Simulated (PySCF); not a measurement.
## Tl: excitation energy

Tl [Xe] 4f14 5d10 6s2 6p1 (2P) → Tl [Xe] 4f14 5d10 6s1 6p1 6d1 (high-spin determinant), as a difference of total energies. Computed with PySCF 2.14 in aug-cc-pwCVTZ-PP with ECP60MDF (8s7p6d4f1g, 96 functions), with scalar relativity through the core potential. Correlated levels: valence: 5s2 5p6 5d10 frozen. The calculations carry no spin-orbit coupling.

```json
{"method": "UHF", "excitation energy (eV)": "9.244"}
{"method": "MP2 (valence)", "excitation energy (eV)": "9.854"}
{"method": "SCS-MP2 (valence)", "excitation energy (eV)": "10.043"}
{"method": "CCSD (valence)", "excitation energy (eV)": "9.983"}
{"method": "CCSD(T) (valence)", "excitation energy (eV)": "9.984"}
```

How much does correlation contribute at CCSD(T) (valence)?

9.984 − (9.244) = 0.740 eV, measured against UHF.

The upper state lies above the first ionisation limit, but in LS coupling its spin forbids autoionisation to the ground ion; at this Z spin-orbit coupling breaks that rule.

The promoted electron is Rydberg-like, and one or two diffuse shells describe it only roughly, which tends to raise the upper state.

The coupled-cluster amplitudes are large for the upper state (T1 above 0.03 or a double amplitude above 0.15), so a single reference is strained.

The determinant of the upper state mixes LS terms, which raises its energy above the lowest term, most at the Hartree-Fock and MP2 levels.
